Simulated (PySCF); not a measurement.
Spin states of CsS

Unrestricted PBE0; basis Cs def2-SVPD with ECP46, S def2-SVPD; scalar-relativistic core potentials; PySCF 2.14. Outer shells of the fragments: Cs 6s1; S 3s2 3p4.

Followed along the bond (rough minima from three points):

```json
{"2Ms+1": "2", "unpaired": "π ↑", "⟨S²⟩ at the start": "0.75", "R at minimum (Å)": "3.16", "Te (eV)": "0.00"}
{"2Ms+1": "2", "unpaired": "σ ↑", "⟨S²⟩ at the start": "0.75", "R at minimum (Å)": "2.99", "Te (eV)": "0.15"}
{"2Ms+1": "4", "unpaired": "σ ↑, π ↑↑", "⟨S²⟩ at the start": "3.75", "R at minimum (Å)": "none in the scan", "Te (eV)": "≤ 2.79"}
```

Solutions found at the starting distance of 3.190 Å, counted from the lowest of them; the search is not exhaustive and high or unbound solutions are not listed, so other states can lie among these:

```json
{"2Ms+1": "2", "unpaired": "π ↑", "term": "²Π", "E (eV)": "0.00", "⟨S²⟩": "0.75", "⟨Lz²⟩": "1.01", "μ (D)": "-11.37"}
{"2Ms+1": "2", "unpaired": "σ ↑", "term": "²Σ⁺", "E (eV)": "0.21", "⟨S²⟩": "0.75", "⟨Lz²⟩": "0.00", "μ (D)": "-12.00"}
{"2Ms+1": "4", "unpaired": "σ ↑, π ↑↑", "term": "⁴Σ⁻", "E (eV)": "2.96", "⟨S²⟩": "3.75", "⟨Lz²⟩": "0.00", "μ (D)": "1.41"}
{"2Ms+1": "2", "unpaired": "σ ↓, π ↑↑", "term": "mixed", "E (eV)": "3.00", "⟨S²⟩": "1.75", "⟨Lz²⟩": "0.00", "μ (D)": "1.99"}
{"2Ms+1": "4", "unpaired": "σ ↑↑, π ↑", "term": "⁴Π", "E (eV)": "3.05", "⟨S²⟩": "3.75", "⟨Lz²⟩": "1.01", "μ (D)": "1.84"}
{"2Ms+1": "2", "unpaired": "σ ↑, π ↑↓", "term": "mixed", "E (eV)": "3.41", "⟨S²⟩": "1.76", "⟨Lz²⟩": "2.02", "μ (D)": "1.68"}
```

A term symbol is given only where ⟨S²⟩ and ⟨Lz²⟩ are close to those of a pure state; real π, δ and φ orbitals otherwise mix terms. A positive dipole means Cs(−)S(+).

Question: Compare the gap between the two lowest followed solutions at the starting distance with the gap between their minima.

Answer: At PBE0 the second solution (doublet, unpaired electrons σ ↑) lies +0.21 eV from the first (doublet, unpaired electrons π ↑) at 3.190 Å and +0.15 eV at the minima; the two curves relax by different amounts, since their minima lie near 2.99 and 3.16 Å.

Spin–orbit coupling is left out. Counting both spins, an empty level lies below a filled one in some of these solutions, because spin and occupation are held.
